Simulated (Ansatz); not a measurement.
Program: Ansatz. Geometries: PBE0-D4/def2-TZVP. ΔE: electronic, gas phase. CCSD(T)/CBS is the MP2 limit (def2-TZVPP, def2-QZVPP) plus CCSD(T) − MP2 in def2-TZVPP, frozen cores. This one scheme is used for every species, atoms too. For atomizations the MP2-based limit and the directly extrapolated one differ by several kJ/mol either way, and by 10 to 25 for some Ge, Se and Sn compounds, so smaller differences from it don't rank the levels. Functionals use def2-TZVPP. Open shells (•) are unrestricted, without spin–orbit coupling. Spin–orbit coupling would lower the free atoms: a little for C, O. One conformer a species, not always the lowest.

Reaction (atomization): `CCCCC(C)=O` → 6 C• + 12 H• + O•

CCSD(T)/CBS gives +80.71 eV.

**Question.** Another level gave +60.38 eV. Which?
A. MP2/def2-TZVPP
B. HF/def2-TZVPP
C. r2SCAN0/def2-TZVPP
D. BLYP/def2-TZVPP

**Answer.** B. HF/def2-TZVPP 60.38, r2SCAN0 79.96, MP2/def2-TZVPP 80.04, BLYP 79.71 eV.

Largest T1 diagnostic among the species: 0.012.

In def2-TZVPP, CCSD(T) changes the Hartree–Fock value by +18.60 eV (the triples alone add +1.06 eV) and MP2 by +19.67 eV; breaking electron pairs costs correlation energy, which Hartree–Fock lacks. Leaving LDA and LC-ωPBE aside and taking each functional with its dispersion term where it has one, the values, not all of them listed here, spread over 3.84 eV, from BHLYP-D4 to PBE-D4. LDA lies +9.91 eV from PBE without D4, its usual overbinding. At CCSD(T), def2-SVP lies −2.89 eV from the extrapolated value and def2-TZVPP −1.73 eV: correlation converges slowly with the basis, and small sets miss more of it in the bonded molecule than in its fragments.
